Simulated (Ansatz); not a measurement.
Basis-set extrapolation for `CB(F)F` (PBE0-D4/def2-TZVP geometry, frozen core, Ansatz). Multiplicity 1, RHF reference.

|  | def2-TZVPP | def2-QZVPP |
| --- | --- | --- |
| HF | -263.435840 | -263.447806 |
| MP2 correlation | -0.767972 | -0.834131 |
| CCSD(T) correlation | -0.810992 | not run |

Energies in hartree. Use E(X) = E(∞) + A·exp(−7.88·√X) for Hartree–Fock and E(X) = E(∞) + B·X^(−2.97) for correlation, with X = 3 and 4, and add CCSD(T) minus MP2 of the smaller set to the MP2 limit.

Q: What is the CCSD(T) energy at the basis-set limit?

A: HF limit: -263.447806 + (-0.011966) × 0.13774 = -263.44945. MP2 limit: -0.834131 + (-0.066159) × 0.74074 = -0.88314. Higher-order term: -0.810992 − (-0.767972) = -0.04302. Total: -264.37561 hartree, 338.1 kJ/mol below CCSD(T)/def2-TZVPP.
